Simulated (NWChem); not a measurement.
A series in which one site is exchanged, each optimised at PBE0/def2-SVP with NWChem, gas phase unless a solvent is named. Some are not confirmed as minima by frequencies. def2 effective core potentials on Sb; no spin-orbit coupling.

A: [AlH3] (AlH$_{3}$; site = Al)
B: [GaH3] (GaH$_{3}$; site = Ga)
C: [SbH3] (SbH₃; site = Sb)
D: B (BH₃; site = B)

Q: Rank them by lowest singlet excitation, B3LYP/def2-SVPD, TDA (eV), lowest first.

A: B (5.09), A (5.20), D (5.82), C (6.29)
